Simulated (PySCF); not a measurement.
SMILES C=[CH][Ge]([CH3])([CH3])[OH] (C₄H₁₀GeO) (GFN2-xTB optimised geometry):

```
16

C     -1.434    -2.001    -1.978
C     -0.294    -1.403    -1.679
Ge     0.072    -0.451     0.000
C     -0.570    -1.416     1.624
C     -0.545     1.449     0.000
O      1.841    -0.451     0.000
H     -2.271    -1.999    -1.296
H     -1.591    -2.518    -2.913
H      0.525    -1.429    -2.386
H     -1.650    -1.514     1.611
H     -0.289    -0.878     2.526
H     -0.134    -2.409     1.666
H     -1.619     1.500    -0.136
H     -0.296     1.932     0.941
H     -0.070     1.999    -0.807
H      2.271    -0.011     0.730
```

Computed with PBE0/def2-TZVP (PySCF).

### Question
What are the frontier orbital energies and the dipole moment?

### Answer
HOMO-2 -8.15 eV, HOMO-1 -8.10 eV, HOMO -7.54 eV, LUMO -0.18 eV, LUMO+1 0.79 eV; dipole moment 1.60 D.

Meta-Löwdin charges at PBE0/def2-TZVP: C1 -0.24, C2 -0.32, Ge3 1.00, C4 -0.58, C5 -0.58, O6 -0.76, H7 0.11, H8 0.12, H9 0.13, H10 0.13, H11 0.13, H12 0.13, H13 0.13, H14 0.13, H15 0.13, H16 0.34.
